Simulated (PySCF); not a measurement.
## Tellurium: a sound run and one with changed settings

Sound run: Te [Kr] 4d10 5s2 5p4, Te⁺ [Kr] 4d10 5s2 5p3. Computed with PySCF 2.14 in def2-TZVP with the def2 core potential (28 electrons) (6s5p3d2f, 50 functions), with scalar relativity through the core potential. In the sound run the correlated levels freeze 4s2 4p6 4d10 outside the core potential. The sound run starts from symmetry-adapted Hartree-Fock orbitals and uses a fine grid where one is needed.

Changed run: all electrons correlated in a basis built for the valence shell.

| species | method | sound run (hartree) | changed run (hartree) | converged |
| --- | --- | --- | --- | --- |
| Te | MP2 | -267.09021 | -267.50000 | yes |
| Te⁺ | MP2 | -266.78455 | -267.19200 | yes |

Ionisation energy of Te:

```csv
method,sound run (eV),changed run (eV)
UHF,7.727,7.727
MP2,8.317,8.381
SCS-MP2,8.373,8.408
```

A valence basis has no tight correlating functions, so it recovers only part of the core correlation, and not evenly between atom and ion.

For comparison, NIST gives 9.010 eV between the lowest levels.
